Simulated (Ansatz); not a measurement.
Ansatz (a quantum-chemistry and plane-wave program) input file for Ge(H)(F)2(Me) (CH4F2Ge), SMILES [CH3][GeH]([F])[F], PBE-D3(BJ)/def2-SVP. 

Ansatz 0.2 input:
```yaml
crystal:
  periodic: [false, false, false]
  atoms:
    - {symbol: Ge, position_ang: [0.04837708, 0.27897142, -0.00000000]}
    - {symbol: C, position_ang: [-1.79837240, -0.29871724, -0.00000000]}
    - {symbol: F, position_ang: [0.85076067, -0.42617402, -1.37499547]}
    - {symbol: F, position_ang: [0.85076067, -0.42617402, 1.37499548]}
    - {symbol: H, position_ang: [0.38040311, 1.77746660, 0.00000000]}
    - {symbol: H, position_ang: [-2.31124669, 0.07834124, -0.89693726]}
    - {symbol: H, position_ang: [-2.31124670, 0.07834125, 0.89693728]}
    - {symbol: H, position_ang: [-1.82943404, -1.39779859, 0.00000000]}
basis:
  gaussian:
    orbitals: def2-SVP
hamiltonian:
  xc: pbe
  dispersion: d3bj
relax: {f_tol: 0.002, max_steps: 200}
```

Output:

```
WARN ansatz: RAYON_NUM_THREADS=1 ignored (pool sized by the plan → 1); use --threads N
Functional definition: PBE
integrals: 0.04 GiB planned
1037 factors; their error is unknown
mean field: 0.23 GiB planned
mean field evaluation 1: about -63019.7360 eV, gradient 6.9e1 eV
mean field evaluation 2: about -63000.3810 eV, gradient 1.2e2 eV
mean field evaluation 4: about -63028.7797 eV, gradient 7.7e0 eV
mean field evaluation 8: about -63028.9114 eV, gradient 5.4e-2 eV
mean field evaluation 16: about -63028.8496 eV, gradient 4.5e-5 eV
mean field -63028.84956480 eV, -2316.2674990178 hartree, gradient 2.0e-5 eV, S^2 0.000000; 0 other end points of the search recorded, 0 dependent functions left out
the calculation of the forces begins
reference -63028.84959688 eV, -2316.2675001968 hartree; 30, 30 occupied and 64, 64 virtual orbitals, 1037 factors
relax step   1: F+E_penalty+E_count = -63028.96864639 eV  Δ(F+E_penalty+E_count) = +0.000e0 eV  max|allowed force component| = 2.876e-1 eV/Å  Δτ_max = 0.0000 Å  (27 SCF iters, accepted)
these checks for a lower state are left out or cut short: starts, cluster_reference, orbital_swaps, neighbouring_geometries, increment
integrals: 0.04 GiB planned
1037 factors; their error is unknown
mean field: 0.23 GiB planned
mean field -63028.85696714 eV, -2316.2677710488 hartree, gradient 1.0e-5 eV, S^2 0.000000; 0 other end points of the search recorded, 0 dependent functions left out
the calculation of the forces begins
reference -63028.85699924 eV, -2316.2677722282 hartree; 30, 30 occupied and 64, 64 virtual orbitals, 1037 factors
relax step   2: F+E_penalty+E_count = -63028.97580024 eV  Δ(F+E_penalty+E_count) = -7.154e-3 eV  max|allowed force component| = 1.307e-1 eV/Å  Δτ_max = 0.0093 Å  (30 SCF iters, accepted)
these checks for a lower state are left out or cut short: starts, cluster_reference, orbital_swaps, neighbouring_geometries, increment
integrals: 0.04 GiB planned
1037 factors; their error is unknown
mean field: 0.23 GiB planned
mean field evaluation 32: about -63028.8582 eV, gradient 1.0e-5 eV
mean field -63028.85822683 eV, -2316.2678173415 hartree, gradient 1.0e-5 eV, S^2 0.000000; 0 other end points of the search recorded, 0 dependent functions left out
the calculation of the forces begins
reference -63028.85825891 eV, -2316.2678185204 hartree; 30, 30 occupied and 64, 64 virtual orbitals, 1037 factors
relax step   3: F+E_penalty+E_count = -63028.97692068 eV  Δ(F+E_penalty+E_count) = -1.120e-3 eV  max|allowed force component| = 9.487e-3 eV/Å  Δτ_max = 0.0052 Å  (29 SCF iters, accepted)
these checks for a lower state are left out or cut short: starts, cluster_reference, orbital_swaps, neighbouring_geometries, increment
integrals: 0.04 GiB planned
1037 factors; their error is unknown
mean field: 0.23 GiB planned
mean field -63028.85822779 eV, -2316.2678173767 hartree, gradient 7.8e-5 eV, S^2 0.000000; 0 other end points of the search recorded, 0 dependent functions left out
the calculation of the forces begins
reference -63028.85825987 eV, -2316.2678185555 hartree; 30, 30 occupied and 64, 64 virtual orbitals, 1037 factors
relax step   4: F+E_penalty+E_count = -63028.97692495 eV  Δ(F+E_penalty+E_count) = -4.278e-6 eV  max|allowed force component| = 1.321e-3 eV/Å  Δτ_max = 0.0008 Å  (19 SCF iters, accepted)
integrals: 0.04 GiB planned
1037 factors; their error is unknown
mean field: 0.23 GiB planned
mean field -63028.85822779 eV, -2316.2678173767 hartree, gradient 7.8e-5 eV, S^2 0.000000; 1 other end points of the search recorded, 0 dependent functions left out
the calculation of the forces begins
reference -63028.85825987 eV, -2316.2678185555 hartree; 30, 30 occupied and 64, 64 virtual orbitals, 1037 factors
Total energy: -63028.97695703 eV, -2316.2721805958 hartree
Atom 0 at     0.049707     0.278406    -0.000000 Å, force    -0.001321     0.000418    -0.000000 eV/Å
Atom 1 at    -1.801267    -0.299923    -0.000000 Å, force     0.000312     0.000077    -0.000000 eV/Å
Atom 2 at     0.857411    -0.429489    -1.385990 Å, force    -0.000125     0.000001    -0.000226 eV/Å
Atom 3 at     0.857411    -0.429489     1.385990 Å, force    -0.000125     0.000001     0.000226 eV/Å
Atom 4 at     0.382416     1.788960     0.000000 Å, force     0.000760    -0.000146     0.000000 eV/Å
Atom 5 at    -2.316097     0.080942    -0.903020 Å, force     0.000100    -0.000143     0.000215 eV/Å
Atom 6 at    -2.316097     0.080942     0.903020 Å, force     0.000100    -0.000143    -0.000215 eV/Å
Atom 7 at    -1.833481    -1.406093     0.000000 Å, force     0.000297    -0.000064     0.000000 eV/Å
Dipole moment:    -0.571017     0.260380     0.000000 e Å
```

Self-consistency was reached.
